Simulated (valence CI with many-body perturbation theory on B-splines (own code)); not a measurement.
Values are calculated unless marked as measured or tabulated.
# Sensitivity of CI+MBPT for Ga I

Method: configuration interaction combined with many-body perturbation theory (CI+MBPT): three valence electrons over a frozen Dirac-Fock core [Ar] 3d10, radial functions for each j: 6 s, 6 p, 5 d, 3 f, 1 g, with the one-electron correlation potential Σ1, the two-electron term Σ2, the three-electron term Σ3, Breit, model QED; selected CI, second order for the rest, scaled by the run's own slope (own B-spline code, finite nucleus).

Set against measurement, 7 paired levels are off by 261 cm⁻¹ on average, the worst by 547. These come from a selection out of the NIST Handbook of Basic Atomic Spectroscopic Data. Levels without a partner in it may be off by more.

The reference run has the lowest level 4s²4p ²P°_1/2 and an ionisation energy of 5.95967 eV. Its largest variational space holds 4450 state functions.

Changed runs:
A. screening of Σ1 on → off
B. Breit term on → off
C. lowest core n in screening and Σ2 1 → 2
D. scale of Σ1 1 → 0 (bad on purpose)

Excitation energies of the reference run in cm⁻¹, and shifts in cm⁻¹:

```csv
Level,Reference,A,B,C,D
4s²4p ²P°_3/2,809,+10,+17,0,-110
4s²5s ²S_1/2,24607,-213,+23,+0.2,-1875
4s²5p ²P°_1/2,32790,-162,+23,+0.1,-1995
4s²5p ²P°_3/2,32899,-160,+25,+0.1,-2003
4s²4d ²D_3/2,34495,-119,+28,+0.2,-2272
4s²4d ²D_5/2,34500,-119,+29,+0.2,-2273
4s²6s ²S_1/2,37038,-185,+26,+0.2,-2157
4s4p² ⁴P_3/2,37713,+497,+16,-0.2,-2249
4s4p² ⁴P_5/2,38279,+504,+28,-0.2,-2317
4s²6p ²P°_1/2,39870,-170,+25,+0.2,-2180
4s²6p ²P°_3/2,39911,-169,+26,+0.2,-2182
Ionisation energy (eV),5.95967,-0.02135,+0.00333,+2.1e-05,-0.28177
```
